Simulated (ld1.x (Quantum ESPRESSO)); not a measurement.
**niobium: one change to an RRKJ potential, before and after**

```
Element                 : niobium (Nb)
Generator               : ld1.x (Quantum ESPRESSO) 7.5
Type                    : norm-conserving RRKJ (Kleinman–Bylander form)
Functional              : PBE
Relativity              : scalar-relativistic
Frozen core             : [Ar] 3d10 4s2
Valence charge          : 11
Reference configuration : 4p6 4d4 5s0.5 5p0.5
Partial waves           : 5s (bound): rc 2.95 bohr; 4d (bound): rc 1.70 bohr; 4p (bound): rc 1.50 bohr
Local potential         : the p channel
Core correction         : none
rho0                    : 0.005
```

Occupied shells without a wave of their own: 5p. They enter only through the test configuration that unscreens the potential.

Change: core correction a·sin(br)/r model core inside 0.88 bohr (5p counted twice).

Cutoffs: the cutoffs (Ry, on a coarse ladder) from which the occupation-weighted sum of valence levels, in a spherical-Bessel basis at the reference potential, stays within 10 and 1 mRy of its value at 400 Ry; they do not see the model core or the augmentation charge, which bear on the density cutoff. Errors are all-electron minus pseudo energies relative to the spin-unpolarised reference configuration.

Problem. How do hardness, ghosts and transferability respond?

Solution. The potential gets neither clearly harder nor softer (50 Ry and 90 Ry → 50 Ry and 90 Ry); both files keep a bound ghost (s); of the 7 tests that both files solve, the error grows in 7 and shrinks in 0 by more than 15 % and 0.3 meV (median size 12.2 → 69.9 meV). In the changed file ld1.x takes every shell without a wave as core, so the model core holds the 5p electrons as well and exchange and correlation see them twice. This cancels in the reference configuration, but the file is broken for other ones, and its errors say nothing about a proper core correction. A model core, the more so a compact one, raises the density cutoff, which this test does not measure.

```tsv
quantity	base	changed
cutoff, loose	50 Ry	50 Ry
cutoff, tight	90 Ry	90 Ry
bound ghosts	s	s
error for 4p6 4d4 5s1 5p0, meV [ΔE -1.45 eV]	-7.1	-9.7
error for 4p6 4d4 5s0 5p0, meV [ΔE 5.18 eV]	-15	-74
error for 4p6 4d3 5s0 5p0, meV [ΔE 19.22 eV]	-12	-148
error for 4p6 4d3 5s1 5p0, meV [ΔE 5.56 eV]	-41	-70
error for 4p6 4d4.5 5s0.5 5p0, meV [ΔE -0.90 eV]	-6.9	-10
error for 4p6 4d1 5s0 5p0, meV [ΔE 80.85 eV]	+20	-380
error for 4p6 4d4 5s0.5 5p0, meV [ΔE 1.18 eV]	-10	-28
s: phases at 3.21 bohr within 0.05 rad from the reference energy up to (Ry; the scan ends near 5)	2.7	2.7
p: phases at 3.21 bohr within 0.05 rad from the reference energy up to (Ry; the scan ends near 5)	3.8	3.8
d: phases at 3.21 bohr within 0.05 rad from the reference energy up to (Ry; the scan ends near 5)	to the end of the scan	to the end of the scan
```

 A true bound ghost makes a file unfit for plane-wave use even where its test errors are small: the radial tests pick states by their node count and pass the ghost by.
